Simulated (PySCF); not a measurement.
C2H6N2Si2, SMILES C1=NC=N[SiH2][SiH2]1.

Coordinates come from a r2SCAN-D4/def2-SVP optimisation. The structure was generated by enumeration, and PubChem lists no compound with its InChIKey, so it may never have been made.

Calculation: TDA-PBE/def2-SVPD in PySCF.

Vertical excitations. Isolated molecule, no solvent.

| state | energy (eV) | λ (nm) | f | main pairs |
|---|---|---|---|---|
| S1 | 2.33 | 532 | 0.002 | HOMO→LUMO 99 % |
| S2 | 3.63 | 342 | 0.022 | HOMO−1→LUMO 95 % |
| S3 | 4.23 | 293 | 0.002 | HOMO−2→LUMO 90 % |
| S4 | 4.73 | 262 | 0.004 | HOMO→LUMO+1 90 % |
| S5 | 4.84 | 256 | 0.035 | HOMO→LUMO+2 79 %, HOMO→LUMO+3 16 % |
| S6 | 5.07 | 245 | 0.036 | HOMO→LUMO+3 75 %, HOMO→LUMO+2 14 % |
| S7 | 5.27 | 235 | 0.046 | HOMO−3→LUMO 70 %, HOMO−4→LUMO 11 % |
| S8 | 5.45 | 228 | 0.011 | HOMO→LUMO+4 84 % |
| S9 | 5.60 | 221 | 0.031 | HOMO−4→LUMO 42 %, HOMO−5→LUMO 19 %, HOMO−1→LUMO+1 13 %, HOMO→LUMO+4 8 % |
| S10 | 5.71 | 217 | 0.006 | HOMO−1→LUMO+2 83 % |
| T1 | 1.96 | 632 | 0 | HOMO→LUMO 99 % |
| T2 | 2.89 | 429 | 0 | HOMO−1→LUMO 98 % |
| T3 | 3.43 | 362 | 0 | HOMO−2→LUMO 94 % |
| T4 | 4.25 | 292 | 0 | HOMO→LUMO+1 96 % |
Triplets are in the Tamm–Dancoff approximation.
